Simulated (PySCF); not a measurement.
Ligands exchanged one at a time, Ga Br-NH2. All species are isolated molecules in the gas phase. One relaxed conformer stands for each flexible species; it need not be the lowest. Strings in code marks are SMILES.

The T1 excitation (TDA) from two functionals at the same geometries (CAM-B3LYP-D3(BJ)/def2-TZVP), both in PySCF: PBE-D3(BJ)/def2-TZVP and TPSSh-D3(BJ)/def2-TZVP. Excitations are Tamm–Dancoff values on a coarser integration grid. The basis has no diffuse functions, so Rydberg states are missing or too high.

```csv
species,PBE-D3(BJ)/def2-TZVP (eV)
0 of 3 Br replaced by NH2 (`[Ga]([Br])([Br])[Br]`),4.19
1 of 3 Br replaced by NH2 (`[NH2][Ga]([Br])[Br]`),4.25
2 of 3 Br replaced by NH2 (`[NH2][Ga]([NH2])[Br]`),4.38
3 of 3 Br replaced by NH2 (`[NH2][Ga]([NH2])[NH2]`),4.45
```

### Question
What does TPSSh-D3(BJ)/def2-TZVP give for each?

### Answer

- 0 of 3 Br replaced by NH2 (`[Ga]([Br])([Br])[Br]`): 4.66
- 1 of 3 Br replaced by NH2 (`[NH2][Ga]([Br])[Br]`): 4.69
- 2 of 3 Br replaced by NH2 (`[NH2][Ga]([NH2])[Br]`): 4.85
- 3 of 3 Br replaced by NH2 (`[NH2][Ga]([NH2])[NH2]`): 4.97
Over these rows, drawn at random from the members with no instability flagged (it was tested for open shells, ions and some series alone), PBE minus TPSSh-D3(BJ): mean -0.47 eV, from -0.52 eV to -0.44 eV.
